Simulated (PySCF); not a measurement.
C₂H₅FN₂Si, SMILES N[Si@@H]1C=N[C@@H]1F.

Geometry optimised at PBE-D3(BJ)/def2-SVP. The structure was generated by enumeration; whether it is a known compound was not checked. One conformer was computed; it need not be the lowest.

Calculation: PySCF with PBE-D3(BJ)/def2-SVP.

Frequencies are harmonic and unscaled.

**Question.** List the normal modes with their intensities. (Estimate from the structure and the level; the computed values follow.)

**Answer.** 
```
mode  ν (cm⁻¹)  IR (km/mol)   moving atoms (share of kinetic energy)
----  --------  -----------  ---------------------------------------
1           77          5.1                   N 44 %, H 26 %, F 20 %
2           93          5.3          N 50 %, F 18 %, H 15 %, Si 10 %
3          178         48.7                   H 55 %, F 19 %, C 17 %
4          285         59.0                   H 61 %, C 20 %, Si 9 %
5          317         51.2   H 44 %, F 18 %, N 16 %, Si 14 %, C 8 %
6          369         45.7   H 34 %, Si 26 %, N 20 %, F 12 %, C 8 %
7          477          3.0  N 32 %, C 27 %, Si 15 %, F 14 %, H 11 %
8          542          5.4  N 29 %, H 19 %, C 19 %, F 18 %, Si 15 %
9          577         11.4                  H 52 %, C 33 %, Si 10 %
10         674         27.6                                   H 77 %
11         736         40.1                  H 58 %, C 20 %, Si 18 %
12         775         36.1                   C 43 %, H 30 %, N 23 %
13         854         23.3                  H 47 %, N 33 %, Si 16 %
14         875         21.7                   H 58 %, N 20 %, C 18 %
15         903        155.2                  H 46 %, Si 27 %, N 19 %
16         964         44.7                   C 50 %, H 25 %, N 20 %
17        1073        128.3                   C 55 %, F 30 %, H 12 %
18        1150          6.8                           H 69 %, C 28 %
19        1235         14.8                   H 68 %, C 20 %, N 12 %
20        1289         21.0                           H 83 %, C 15 %
21        1485         41.9                           H 89 %, N 11 %
22        1556         11.5                           C 51 %, N 46 %
23        2133        163.6                                   H 96 %
24        2963         33.5                                   H 92 %
25        3040         31.2                            H 91 %, C 8 %
26        3509         38.0                                   H 96 %
27        3611         38.9                            H 91 %, N 9 %
```
